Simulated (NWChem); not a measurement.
## Correlation energy of C2H4NO

```
N
C 1 1.3707
O 2 1.2160 1 123.89
H 2 1.1127 3 122.44 1 174.18
C 1 1.4215 2 117.90 4 154.09
H 5 1.1023 1 110.01 2 132.19
H 5 1.1034 6 110.82 1 126.24
H 5 1.1079 6 105.49 7 117.68
```
Charge 0, spin multiplicity 2.

Program: NWChem. Structure: optimised with UPBE0/def2-SVP, a minimum by its harmonic frequencies. It is one conformer; others weren't searched.

Basis set: STO-3G. Each correlation energy counts from its own Hartree-Fock reference.

The correlated methods keep 4 core orbitals frozen. The structure started from a generated list of species. The stability of the SCF solutions was not checked. Open-shell Hartree-Fock references start from PBE0 orbitals. Coupled-cluster values serve here as a point of comparison, not as the truth.

| method | correlation energy (mHa) | remark |
|---|---|---|
| UMP2 | -157.9 | spin-contaminated |
| SCS-UMP2 | [?] | spin-contaminated |
| CCSD on UHF | -225.7 | spin-contaminated |
| CCSD[T] on UHF | [?] | spin-contaminated |
| CCSD(T) on UHF | [?] | spin-contaminated |
| CCSD on ROHF | [?] | - |
| CCSD[T] on ROHF | -254.8 | - |
| CCSD(T) on ROHF | -254.0 | - |
| CCSDT on ROHF | -254.7 | - |

Q: Some entries are withheld; supply them.

A: 
- SCS-UMP2, correlation energy (mHa): -166.6
- CCSD[T] on UHF, correlation energy (mHa): -230.1
- CCSD(T) on UHF, correlation energy (mHa): -229.3
- CCSD on ROHF, correlation energy (mHa): -249.1
